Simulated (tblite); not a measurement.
Isomers of C5H4F4O2. All values are computed: GFN2-xTB (tblite) harmonic vibrations without scaling, gas phase. This tight-binding method is rough: wavenumbers can miss measured ones by several per cent, in bad cases by 10 to 20. One conformer each.

Electronic energies: GFN2-xTB at the same geometries; isomer energies are rough at this level and their order can be wrong.

| SMILES | electronic energy, lowest = 0 (kcal/mol) |
| --- | --- |
| F[C@@H]1C=CO[C@H]1OC(F)(F)F | 0.0 |
| O=C1[C@@H](CF)O[C@@H]1C(F)(F)F | 29.3 |
| O=C([C@@H]1OC[C@H]1F)C(F)(F)F | 37.0 |

How do GFN2-xTB zero-point energies change the relative energies?

| SMILES | ZPE (kcal/mol) | of it from modes above 1550 cm⁻¹ | electronic (kcal/mol) | with ZPE, lowest = 0 (kcal/mol) | lowest mode (cm⁻¹) | rings |
| --- | --- | --- | --- | --- | --- | --- |
| F[C@@H]1C=CO[C@H]1OC(F)(F)F | 56.5 | 19.9 | 0.0 | 0.0 | 22 | 1 |
| O=C1[C@@H](CF)O[C@@H]1C(F)(F)F | 55.7 | 19.6 | 29.3 | 28.5 | 38 | 1 |
| O=C([C@@H]1OC[C@H]1F)C(F)(F)F | 56.0 | 19.5 | 37.0 | 36.5 | 39 | 1 |

The zero-point energies span 0.8 kcal/mol, from `O=C1[C@@H](CF)O[C@@H]1C(F)(F)F` to `F[C@@H]1C=CO[C@H]1OC(F)(F)F`. The order is unchanged.
